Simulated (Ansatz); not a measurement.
```yaml
crystal:
  periodic: [false, false, false]
  atoms:
    - {symbol: N, position_ang: [1.418398, -1.355901, 1.452742]}
    - {symbol: C, position_ang: [0.719177, -0.774006, 0.728497]}
    - {symbol: Ga, position_ang: [-0.348711, 0.284627, -0.371592]}
    - {symbol: F, position_ang: [-1.783914, -0.335049, -1.118086]}
    - {symbol: F, position_ang: [0.026198, 2.003879, -0.683115]}
basis:
  gaussian: {orbitals: def2-SVPD}
hamiltonian: {xc: {name: B2PLYP}, dispersion: rvv10}
output: {forces: true}
```

```sh
$ ansatz run in.yaml --threads 2 --pin off --events-out ev --progress --plain --max-ram 20480MiB --backend cpu
```

(1) How does Ansatz answer? (Estimate.)

Answers

(1) Computed: The input was rejected before any iteration.
```
Error: invalid value for `hamiltonian.dispersion`: this functional's text states its nonlocal part
```
